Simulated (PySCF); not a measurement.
F$_{6}$Si$_{2}$, charge +1, doublet, at a GFN2-xTB geometry (a state made from the parent by changing its charge; the spin is typed, not shown lowest), with bond 8-5 at 1.6 times its length; SVWN5/STO-3G (PySCF).

The PySCF input:
```python
from pyscf import gto, scf, dft

mol = gto.M(
    atom='''
F     1.75730375   -0.24204800   -1.31008382
Si    1.20913230   -0.05747785    0.13416899
F     1.59816680    1.30097043    0.78508734
F     1.44489303   -1.28711463    1.05765939
Si   -1.20913230    0.05747785   -0.13416899
F    -1.44489303    1.28711463   -1.05765939
F    -1.59816680   -1.30097043   -0.78508734
F    -2.08620662    0.35279009    2.17663551
''',
    basis='sto-3g',
    charge=1,
    spin=1,
    verbose=4,
)

mf = dft.UKS(mol)
mf.xc = 'lda,vwn'
mf.level_shift = 1.0
mf.max_cycle = 100
mf.kernel()
```

It wrote (shortened):

```
PySCF version 2.14.0

[INPUT] verbose = 4
[INPUT] num. atoms = 8
[INPUT] num. electrons = 81
[INPUT] charge = 1
[INPUT] spin (= nelec alpha-beta = 2S) = 1
[INPUT] symmetry False subgroup None
[INPUT] Mole.unit = angstrom
[INPUT] Symbol           X                Y                Z      unit          X                Y                Z       unit  Magmom
[INPUT]  1 F      1.757303750000  -0.242048000000  -1.310083820000 AA    3.320822805171  -0.457404428999  -2.475699620024 Bohr   0.0
[INPUT]  2 Si     1.209132300000  -0.057477850000   0.134168990000 AA    2.284928895365  -0.108617394729   0.253542645510 Bohr   0.0
[INPUT]  3 F      1.598166800000   1.300970430000   0.785087340000 AA    3.020097553373   2.458477808858   1.483600056463 Bohr   0.0
[INPUT]  4 F      1.444893030000  -1.287114630000   1.057659390000 AA    2.730452105993  -2.432294141621   1.998686580175 Bohr   0.0
[INPUT]  5 Si    -1.209132300000   0.057477850000  -0.134168990000 AA   -2.284928895365   0.108617394729  -0.253542645510 Bohr   0.0
[INPUT]  6 F     -1.444893030000   1.287114630000  -1.057659390000 AA   -2.730452105993   2.432294141621  -1.998686580175 Bohr   0.0
[INPUT]  7 F     -1.598166800000  -1.300970430000  -0.785087340000 AA   -3.020097553373  -2.458477808858  -1.483600056463 Bohr   0.0
[INPUT]  8 F     -2.086206620000   0.352790090000   2.176635510000 AA   -3.942359151055   0.666676649561   4.113244986903 Bohr   0.0

nuclear repulsion = 592.557357044108
number of shells = 28
number of NR pGTOs = 144
number of NR cGTOs = 48
basis = sto-3g
ecp = {}

******** <class 'pyscf.dft.uks.UKS'> ********
method = UKS
initial guess = minao
damping factor = 0
level_shift factor = 1.0
DIIS = <class 'pyscf.scf.diis.CDIIS'>
diis_start_cycle = 1
diis_space = 8
diis_damp = 0
SCF conv_tol = 1e-09
SCF conv_tol_grad = None
SCF max_cycles = 100
direct_scf = True
direct_scf_tol = 1e-13
number electrons alpha = 41  beta = 40
XC library pyscf.dft.libxc version 7.1.2
    S. Lehtola, C. Steigemann, M. J. T. Oliveira, and M. A. L. Marques,  SoftwareX 7, 1–5 (2018)
XC functionals = lda,vwn
    P. A. M. Dirac,  Math. Proc. Cambridge Philos. Soc. 26, 376 (1930)
    F. Bloch,  Z. Phys. 57, 545 (1929)
    S. H. Vosko, L. Wilk, and M. Nusair,  Can. J. Phys. 58, 1200 (1980)
radial grids:
    Treutler-Ahlrichs [JCP 102, 346 (1995); DOI:10.1063/1.469408] (M4) radial grids

becke partition: Becke, JCP 88, 2547 (1988); DOI:10.1063/1.454033
pruning grids: <function nwchem_prune>
grids dens level: 3
symmetrized grids: False
atomic radii adjust function: <function treutler_atomic_radii_adjust>
small_rho_cutoff = 0
Set gradient conv threshold to 3.16228e-05
tot grids = 123936
init E= -1156.93847401953

cycle= 1 E= -1155.33540897794  delta_E=  1.6  |g|= 0.754  |ddm|=  2.5
cycle= 2 E= -1156.05592356442  delta_E= -0.721  |g|= 0.265  |ddm|=  1.3
cycle= 3 E= -1156.1004839058  delta_E= -0.0446  |g|= 0.171  |ddm|= 0.234
cycle= 4 E= -1156.11621025624  delta_E= -0.0157  |g|= 0.135  |ddm|= 0.116
cycle= 5 E= -1156.12576201152  delta_E= -0.00955  |g|= 0.109  |ddm|= 0.0854
cycle= 6 E= -1156.13354829315  delta_E= -0.00779  |g|= 0.0821  |ddm|= 0.0774
cycle= 7 E= -1156.13828901486  delta_E= -0.00474  |g|= 0.0637  |ddm|= 0.0637
cycle= 8 E= -1156.1419750302  delta_E= -0.00369  |g|= 0.0486  |ddm|= 0.0581
cycle= 9 E= -1156.14439430099  delta_E= -0.00242  |g|= 0.0406  |ddm|= 0.0493
cycle= 10 E= -1156.14591099279  delta_E= -0.00152  |g|= 0.0393  |ddm|= 0.0449
cycle= 11 E= -1156.14723430459  delta_E= -0.00132  |g|= 0.0383  |ddm|= 0.041
cycle= 12 E= -1156.14846189219  delta_E= -0.00123  |g|= 0.0371  |ddm|= 0.0376
cycle= 13 E= -1156.14949604135  delta_E= -0.00103  |g|= 0.0362  |ddm|= 0.035
cycle= 14 E= -1156.15022380273  delta_E= -0.000728  |g|= 0.0373  |ddm|= 0.0326
cycle= 15 E= -1156.15090225482  delta_E= -0.000678  |g|= 0.0376  |ddm|= 0.0288
cycle= 16 E= -1156.15147405651  delta_E= -0.000572  |g|= 0.0381  |ddm|= 0.0265
cycle= 17 E= -1156.15209107575  delta_E= -0.000617  |g|= 0.0373  |ddm|= 0.0253
cycle= 18 E= -1156.15306584744  delta_E= -0.000975  |g|= 0.0328  |ddm|= 0.029
cycle= 19 E= -1156.15370526295  delta_E= -0.000639  |g|= 0.0309  |ddm|= 0.0239
cycle= 20 E= -1156.15406094554  delta_E= -0.000356  |g|= 0.0317  |ddm|= 0.0214
cycle= 21 E= -1156.15437400641  delta_E= -0.000313  |g|= 0.0324  |ddm|= 0.0198
cycle= 22 E= -1156.1545756018  delta_E= -0.000202  |g|= 0.0337  |ddm|= 0.0178
cycle= 23 E= -1156.15486325348  delta_E= -0.000288  |g|= 0.0338  |ddm|= 0.0169
cycle= 24 E= -1156.15521639745  delta_E= -0.000353  |g|= 0.0326  |ddm|= 0.0174
cycle= 25 E= -1156.1558682619  delta_E= -0.000652  |g|= 0.0288  |ddm|= 0.0225
cycle= 26 E= -1156.15643066365  delta_E= -0.000562  |g|= 0.0249  |ddm|= 0.0213
cycle= 27 E= -1156.15658965113  delta_E= -0.000159  |g|= 0.0258  |ddm|= 0.0146
cycle= 28 E= -1156.15668848873  delta_E= -9.88e-05  |g|= 0.0273  |ddm|= 0.0135
cycle= 29 E= -1156.15677408872  delta_E= -8.56e-05  |g|= 0.0285  |ddm|= 0.0124
cycle= 30 E= -1156.15686649204  delta_E= -9.24e-05  |g|= 0.0295  |ddm|= 0.0118
cycle= 31 E= -1156.1571635092  delta_E= -0.000297  |g|= 0.0278  |ddm|= 0.0141
cycle= 32 E= -1156.15748558375  delta_E= -0.000322  |g|= 0.0254  |ddm|= 0.0148
cycle= 33 E= -1156.15793957283  delta_E= -0.000454  |g|= 0.0215  |ddm|= 0.0182
cycle= 34 E= -1156.1580440586  delta_E= -0.000104  |g|= 0.0222  |ddm|= 0.0119
cycle= 35 E= -1156.1581063549  delta_E= -6.23e-05  |g|= 0.0234  |ddm|= 0.0111
cycle= 36 E= -1156.1581156716  delta_E= -9.32e-06  |g|= 0.0251  |ddm|= 0.01
cycle= 37 E= -1156.15811744649  delta_E= -1.77e-06  |g|= 0.0267  |ddm|= 0.00936
cycle= 38 E= -1156.15815965109  delta_E= -4.22e-05  |g|= 0.0275  |ddm|= 0.00918
cycle= 39 E= -1156.1585316747  delta_E= -0.000372  |g|= 0.0237  |ddm|= 0.0147
cycle= 40 E= -1156.15874229873  delta_E= -0.000211  |g|= 0.022  |ddm|= 0.0113
cycle= 41 E= -1156.15895095521  delta_E= -0.000209  |g|= 0.0206  |ddm|= 0.0122
cycle= 42 E= -1156.15901953419  delta_E= -6.86e-05  |g|= 0.0208  |ddm|= 0.00906
cycle= 43 E= -1156.15913768428  delta_E= -0.000118  |g|= 0.0204  |ddm|= 0.00961
cycle= 44 E= -1156.15921335603  delta_E= -7.57e-05  |g|= 0.0205  |ddm|= 0.00899
cycle= 45 E= -1156.15918175975  delta_E= 3.16e-05  |g|= 0.0222  |ddm|= 0.0084
cycle= 46 E= -1156.1593291376  delta_E= -0.000147  |g|= 0.021  |ddm|= 0.00974
cycle= 47 E= -1156.15938157217  delta_E= -5.24e-05  |g|= 0.0211  |ddm|= 0.00929
cycle= 48 E= -1156.15955665526  delta_E= -0.000175  |g|= 0.019  |ddm|= 0.01
cycle= 49 E= -1156.15974264518  delta_E= -0.000186  |g|= 0.0169  |ddm|= 0.0108
cycle= 50 E= -1156.15976070248  delta_E= -1.81e-05  |g|= 0.0177  |ddm|= 0.00778
cycle= 51 E= -1156.15982586434  delta_E= -6.52e-05  |g|= 0.0177  |ddm|= 0.00757
cycle= 52 E= -1156.15989743268  delta_E= -7.16e-05  |g|= 0.0174  |ddm|= 0.00756
cycle= 53 E= -1156.15990102748  delta_E= -3.59e-06  |g|= 0.0184  |ddm|= 0.00671
cycle= 54 E= -1156.16006004044  delta_E= -0.000159  |g|= 0.0161  |ddm|= 0.0101
cycle= 55 E= -1156.16018661709  delta_E= -0.000127  |g|= 0.0142  |ddm|= 0.0089
cycle= 56 E= -1156.16018026503  delta_E= 6.35e-06  |g|= 0.0153  |ddm|= 0.00794
cycle= 57 E= -1156.16013925619  delta_E= 4.1e-05  |g|= 0.0171  |ddm|= 0.00688
cycle= 58 E= -1156.1601471673  delta_E= -7.91e-06  |g|= 0.0178  |ddm|= 0.00594
cycle= 59 E= -1156.16019078433  delta_E= -4.36e-05  |g|= 0.0178  |ddm|= 0.00607
cycle= 60 E= -1156.16025802096  delta_E= -6.72e-05  |g|= 0.0172  |ddm|= 0.00648
cycle= 61 E= -1156.16022461322  delta_E= 3.34e-05  |g|= 0.0185  |ddm|= 0.00572
cycle= 62 E= -1156.16039332435  delta_E= -0.000169  |g|= 0.0155  |ddm|= 0.00958
cycle= 63 E= -1156.16046269846  delta_E= -6.94e-05  |g|= 0.0145  |ddm|= 0.00709
cycle= 64 E= -1156.16052335363  delta_E= -6.07e-05  |g|= 0.0136  |ddm|= 0.00599
cycle= 65 E= -1156.160548184  delta_E= -2.48e-05  |g|= 0.0138  |ddm|= 0.00495
cycle= 66 E= -1156.16051668066  delta_E= 3.15e-05  |g|= 0.0151  |ddm|= 0.00577
cycle= 67 E= -1156.16055588503  delta_E= -3.92e-05  |g|= 0.0149  |ddm|= 0.00515
cycle= 68 E= -1156.16058893586  delta_E= -3.31e-05  |g|= 0.0146  |ddm|= 0.00504
cycle= 69 E= -1156.16056027392  delta_E= 2.87e-05  |g|= 0.0159  |ddm|= 0.00469
cycle= 70 E= -1156.1605448222  delta_E= 1.55e-05  |g|= 0.0167  |ddm|= 0.00412
cycle= 71 E= -1156.16065651909  delta_E= -0.000112  |g|= 0.0147  |ddm|= 0.00733
cycle= 72 E= -1156.16074430512  delta_E= -8.78e-05  |g|= 0.0128  |ddm|= 0.00683
cycle= 73 E= -1156.16080678478  delta_E= -6.25e-05  |g|= 0.0115  |ddm|= 0.00566
cycle= 74 E= -1156.16081748089  delta_E= -1.07e-05  |g|= 0.0117  |ddm|= 0.00412
cycle= 75 E= -1156.16081558958  delta_E= 1.89e-06  |g|= 0.0123  |ddm|= 0.0038
cycle= 76 E= -1156.16084239108  delta_E= -2.68e-05  |g|= 0.012  |ddm|= 0.00393
cycle= 77 E= -1156.16082469273  delta_E= 1.77e-05  |g|= 0.013  |ddm|= 0.0038
cycle= 78 E= -1156.16082849457  delta_E= -3.8e-06  |g|= 0.0133  |ddm|= 0.00344
cycle= 79 E= -1156.16087631245  delta_E= -4.78e-05  |g|= 0.0124  |ddm|= 0.00476
cycle= 80 E= -1156.16093637727  delta_E= -6.01e-05  |g|= 0.0108  |ddm|= 0.00561
cycle= 81 E= -1156.16098324102  delta_E= -4.69e-05  |g|= 0.00965  |ddm|= 0.00512
cycle= 82 E= -1156.16101029764  delta_E= -2.71e-05  |g|= 0.00902  |ddm|= 0.0042
cycle= 83 E= -1156.16101986963  delta_E= -9.57e-06  |g|= 0.00916  |ddm|= 0.00376
cycle= 84 E= -1156.16104452884  delta_E= -2.47e-05  |g|= 0.00863  |ddm|= 0.0038
cycle= 85 E= -1156.1610556486  delta_E= -1.11e-05  |g|= 0.00866  |ddm|= 0.00318
cycle= 86 E= -1156.16105793141  delta_E= -2.28e-06  |g|= 0.00905  |ddm|= 0.00333
cycle= 87 E= -1156.16105047442  delta_E= 7.46e-06  |g|= 0.00976  |ddm|= 0.00314
cycle= 88 E= -1156.16104549753  delta_E= 4.98e-06  |g|= 0.0103  |ddm|= 0.00281
cycle= 89 E= -1156.1610545343  delta_E= -9.04e-06  |g|= 0.0103  |ddm|= 0.0027
cycle= 90 E= -1156.16109860006  delta_E= -4.41e-05  |g|= 0.00881  |ddm|= 0.0047
cycle= 91 E= -1156.16113265609  delta_E= -3.41e-05  |g|= 0.00757  |ddm|= 0.00422
cycle= 92 E= -1156.16113127979  delta_E= 1.38e-06  |g|= 0.00799  |ddm|= 0.00284
cycle= 93 E= -1156.16113611971  delta_E= -4.84e-06  |g|= 0.00806  |ddm|= 0.00272
cycle= 94 E= -1156.16114985248  delta_E= -1.37e-05  |g|= 0.00778  |ddm|= 0.00274
cycle= 95 E= -1156.16114927752  delta_E= 5.75e-07  |g|= 0.0081  |ddm|= 0.00251
cycle= 96 E= -1156.16116100878  delta_E= -1.17e-05  |g|= 0.00787  |ddm|= 0.00256
cycle= 97 E= -1156.16118337557  delta_E= -2.24e-05  |g|= 0.00715  |ddm|= 0.00364
cycle= 98 E= -1156.16120074568  delta_E= -1.74e-05  |g|= 0.00637  |ddm|= 0.00356
cycle= 99 E= -1156.16119776907  delta_E= 2.98e-06  |g|= 0.00682  |ddm|= 0.00244
cycle= 100 E= -1156.16118947402  delta_E= 8.3e-06  |g|= 0.00749  |ddm|= 0.00268
SCF not converged.
SCF energy = -1156.16118947402 after 100 cycles  <S^2> = 0.75889751  2S+1 = 2.0088778
```

The run did not converge; its last values are not results.
